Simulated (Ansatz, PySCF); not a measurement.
Sn(CF3)(OH)3 (CH₃F₃O₃Sn), SMILES [C](F)(F)(F)[Sn]([OH])([OH])[OH]. Atoms are numbered in the order given.

```xyz
11

O     -1.5005    -0.6135    -1.5023
Sn    -0.5147     0.0179     0.0828
O     -1.0992     1.8589     0.4730
O     -1.0194    -1.1208     1.6098
C      1.6546    -0.0566    -0.2641
F      1.9892     0.6640    -1.3338
F      2.3200     0.4275     0.7840
F      2.0604    -1.3095    -0.4673
H     -2.0161    -1.4029    -1.2935
H     -1.7187     2.1715    -0.1987
H     -1.4096    -0.5922     2.3176
```
Charge 0, spin multiplicity 1.

Geometry optimised at PBE0-D3(BJ)/def2-SVP. The def2 effective core potentials stand for the cores of Sn; spin–orbit coupling is left out. Other conformers were not sampled.

Two levels are set side by side: PBE-D3(BJ)/def2-SVP (Ansatz, a quantum-chemistry and plane-wave program) and PBE0-D3(BJ)/def2-SVP (Ansatz). Each level has its own optimised geometry; the coordinates shown are those of the second. Frequencies come from the Hessian of PySCF at each geometry. Differences are taken from unrounded values.

```json
[
 {"quantity": "mean bond length (Å)", "PBE0-D3(BJ)": "1.500", "PBE-D3(BJ)": "1.522", "PBE-D3(BJ) minus PBE0-D3(BJ)": "0.021"},
 {"quantity": "bond O1–Sn2 (Å)", "PBE0-D3(BJ)": "1.971", "PBE-D3(BJ)": "2.003", "PBE-D3(BJ) minus PBE0-D3(BJ)": "0.032"},
 {"quantity": "bond Sn2–O3 (Å)", "PBE0-D3(BJ)": "1.971", "PBE-D3(BJ)": "2.003", "PBE-D3(BJ) minus PBE0-D3(BJ)": "0.032"},
 {"quantity": "bond Sn2–O4 (Å)", "PBE0-D3(BJ)": "1.971", "PBE-D3(BJ)": "2.003", "PBE-D3(BJ) minus PBE0-D3(BJ)": "0.032"},
 {"quantity": "bond Sn2–C5 (Å)", "PBE0-D3(BJ)": "2.198", "PBE-D3(BJ)": "2.228", "PBE-D3(BJ) minus PBE0-D3(BJ)": "0.029"},
 {"quantity": "bond C5–F6 (Å)", "PBE0-D3(BJ)": "1.332", "PBE-D3(BJ)": "1.349", "PBE-D3(BJ) minus PBE0-D3(BJ)": "0.016"},
 {"quantity": "bond C5–F7 (Å)", "PBE0-D3(BJ)": "1.333", "PBE-D3(BJ)": "1.349", "PBE-D3(BJ) minus PBE0-D3(BJ)": "0.016"},
 {"quantity": "bond C5–F8 (Å)", "PBE0-D3(BJ)": "1.333", "PBE-D3(BJ)": "1.349", "PBE-D3(BJ) minus PBE0-D3(BJ)": "0.016"},
 {"quantity": "bond O1–H9 (Å)", "PBE0-D3(BJ)": "0.966", "PBE-D3(BJ)": "0.979", "PBE-D3(BJ) minus PBE0-D3(BJ)": "0.013"},
 {"quantity": "bond O3–H10 (Å)", "PBE0-D3(BJ)": "0.966", "PBE-D3(BJ)": "0.979", "PBE-D3(BJ) minus PBE0-D3(BJ)": "0.013"},
 {"quantity": "bond O4–H11 (Å)", "PBE0-D3(BJ)": "0.966", "PBE-D3(BJ)": "0.979", "PBE-D3(BJ) minus PBE0-D3(BJ)": "0.013"},
 {"quantity": "highest harmonic wavenumber (cm⁻¹)", "PBE0-D3(BJ)": "3880", "PBE-D3(BJ)": "3691", "PBE-D3(BJ) minus PBE0-D3(BJ)": "-188"},
 {"quantity": "mean harmonic wavenumber (cm⁻¹)", "PBE0-D3(BJ)": "868", "PBE-D3(BJ)": "827", "PBE-D3(BJ) minus PBE0-D3(BJ)": "-41"},
 {"quantity": "zero-point energy (kcal/mol)", "PBE0-D3(BJ)": "33.49", "PBE-D3(BJ)": "31.92", "PBE-D3(BJ) minus PBE0-D3(BJ)": "-1.57"}
]
```

GGA bonds tend to be longer and softer than those of functionals with exact exchange. Differences between two approximate levels are no errors against the true value.
